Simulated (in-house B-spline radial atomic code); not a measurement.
## Binding energies in O

NIST's tabulated ground configuration is [He] 2s2 2p4; each binding energy is the energy of the ion with one electron taken from that subshell, relaxed, less that of the parent. Level of theory: Dirac-Hartree-Fock, average of configuration, Fermi nucleus of rms radius 2.6991 fm; calculated with an all-electron radial atomic-structure program (B-spline basis). Energies include first-order Breit, QED and recoil terms.

```
subshell  X-ray name  binding energy (eV)  -ε (eV)  relaxation (eV)
      1s           K                545.6    563.2             17.4
      2s          L1                31.78    34.08             2.29
      2p        L2,3                14.57    16.76             2.19
```

Relaxation = -ε minus the binding energy without Breit, QED and recoil terms.

Problem. What does it cost to remove both a 1s and a 2p electron?

Solution. 582.7 eV, which is 22.57 eV more than the two single binding energies together.

Problem. What does it cost to remove both a 2s and a 2p electron?

Solution. 62.466 eV, which is 16.11 eV more than the two single binding energies together.

Problem. What does it cost to remove two 2s electrons?

Solution. 82.341 eV, which is 18.77 eV more than the two single binding energies together.
